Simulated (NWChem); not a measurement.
C3H5F3; SMILES FC(F)(CC)F

```xyz
11

C      0.0678     2.0691     0.0000
C     -0.8085     0.8296     0.0000
C     -0.0209    -0.4538     0.0000
F      0.7687    -0.5521    -1.0769
F     -0.8282    -1.5195     0.0000
F      0.7687    -0.5521     1.0769
H      0.7138     2.0969     0.8894
H      0.7138     2.0969    -0.8894
H     -0.5494     2.9782     0.0000
H     -1.4618     0.7989     0.8852
H     -1.4618     0.7989    -0.8852
```
Atoms are numbered in this order, from 1.

The geometry was optimised at PBE0/def2-SVP.

Task: Give the principal values of the shielding tensors (ppm) of C1, C2, C3, F4, F5 from PBE/pcSseg-1, GIAO (NWChem), with their diamagnetic and paramagnetic parts as GIAO splits them.

Result: 
```json
[
 {"atom": "C1", "σ11": "164.0", "σ22": "167.6", "σ33": "183.3", "isotropic": "171.6", "diamagnetic": "248.8", "paramagnetic": "-77.2"},
 {"atom": "C2", "σ11": "134.0", "σ22": "143.3", "σ33": "167.6", "isotropic": "148.3", "diamagnetic": "250.3", "paramagnetic": "-102.0"},
 {"atom": "C3", "σ11": "39.5", "σ22": "42.7", "σ33": "45.0", "isotropic": "42.4", "diamagnetic": "242.8", "paramagnetic": "-200.4"},
 {"atom": "F4", "σ11": "161.4", "σ22": "262.5", "σ33": "330.5", "isotropic": "251.4", "diamagnetic": "475.6", "paramagnetic": "-224.1"},
 {"atom": "F5", "σ11": "152.2", "σ22": "238.3", "σ33": "324.9", "isotropic": "238.5", "diamagnetic": "475.4", "paramagnetic": "-236.9"}
]
```
